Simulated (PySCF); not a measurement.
# Working out the ionisation energy of Tc

Tc [Kr] 4d5 5s2 (6S) → Tc⁺ [Kr] 4d5 5s1 (7S). All numbers are calculated (PySCF 2.14, scalar relativity through the core potential, in def2-TZVP with the def2 core potential (28 electrons) (6s4p3d1f, 40 functions)). Frozen: 4s2 4p6. Energies in hartree (1 hartree = 27.21139 eV):

| part | Tc (lower) | Tc⁺ (upper) |
| --- | --- | --- |
| UHF | -80.112718 | -79.909059 |
| MP2 opposite-spin | -0.035530 | 0.000000 |
| MP2 same-spin | -0.059630 | -0.060598 |

What does Hartree-Fock give?

(-79.909059) − (-80.112718) = 0.203659 hartree = 5.542 eV.

What do MP2 and SCS-MP2 (6/5 opposite-spin, 1/3 same-spin) give?

The opposite-spin parts differ by 0.967 eV and the same-spin parts by -0.026 eV. MP2: 5.542 + (0.967) + (-0.026) = 6.483 eV. SCS-MP2: 5.542 + 1.2 × (0.967) + (-0.026)/3 = 6.694 eV.

Measured between the centres of the two terms (NIST): 7.119 eV, so MP2 (valence) is off by -0.636 eV.

What remains against the reference includes basis incompleteness, the frozen core and correlation beyond second order.
